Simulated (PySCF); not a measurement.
How the method changes the constants of EuF

State: nonet, about 7.0 electrons in the 4f shell (Mulliken). Set-up: PySCF, spin-free X2C with a Gaussian nucleus, basis sets Eu x2c-TZVPall, F x2c-TZVPall. De refers to Eu (4f7 6s2) + F in their high-spin ground configurations, without counterpoise correction. The functionals are run spin-unrestricted. A positive dipole means Eu(−)F(+).

```tsv
Level	Re (Å)	ωe (cm⁻¹)	De (eV)	μ (D)
UHF	2.117	483	n/a	-3.24
UHF-MP2	2.058	517	n/a	n/a
UHF-SCS-MP2	2.076	506	n/a	n/a
PBE	2.061	500	6.08	-3.34
TPSS	2.059	507	6.05	-3.20
r²SCAN	2.059	509	6.20	-3.35
PBE0	2.062	507	5.72	-3.41
r²SCAN0	2.063	510	5.78	-3.49
CAM-B3LYP	2.075	501	5.75	-3.66
```

Problem. What does the step from GGA to meta-GGA do here, going from PBE to r²SCAN?

Solution. r²SCAN less PBE: -0.2 pm in Re, +1.8 % in ωe, +0.12 eV in De. 

Correlated steps freeze 19 core orbitals. These are scalar-relativistic numbers at best; spin–orbit coupling would shift them, the dissociation energy most. With d or f electrons several states lie close, and the lowest PBE0 determinant need not be the measured ground state.

The whole job (state search and all levels along the bond) took about 8.8 min on 4 threads of Arm Neoverse V2 (shared host), peak memory 11 GiB.
